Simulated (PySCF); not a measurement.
SnO2, SMILES [O]=[Sn]=[O]. Geometry optimised at PBE-D3(BJ)/def2-TZVP. The def2 effective core potentials stand for the cores of Sn; spin–orbit coupling is left out.

Computed equilibrium geometry at PBE-D3(BJ)/def2-TZVP (PySCF confirms it by a frequency run) as Cartesian coordinates in Å, and its point group:
point group D∞h.
```xyz
3

Sn     0.0000     0.0000     0.0000
O      0.0000     0.0000    -1.8247
O      0.0000     0.0000     1.8247
```
